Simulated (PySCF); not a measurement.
Stepwise substitution at one centre (B CH3-NH2). All species are isolated molecules in the gas phase. Strings in code marks are SMILES.

All values below come from M06-2X/def2-TZVP // B3LYP-D3(BJ)/def2-TZVP (PySCF 2.14.0). All candidates: neutral, multiplicity 1. Delta-SCF ions had no search for a lower state. Excitations are Tamm–Dancoff values on a coarser integration grid. The basis has no diffuse functions, so Rydberg states are missing or too high.

```yaml
T1 excitation (TDA): 6.02 eV
HOMO: -9.77 eV
vertical ionisation energy (Delta-SCF): 10.87 eV
```

Problem. Name which member has these values.
(A) `CB(N)N`
(B) `NB(N)N`
(C) `CB(C)C`
(D) `CB(C)N`

Solution. C, `CB(C)C`. The others give `NB(N)N`: 6.07 eV, -8.04 eV, 9.24 eV; `CB(C)N`: 6.77 eV, -9.50 eV, 10.60 eV; `CB(N)N`: 6.27 eV, -8.20 eV, 9.38 eV
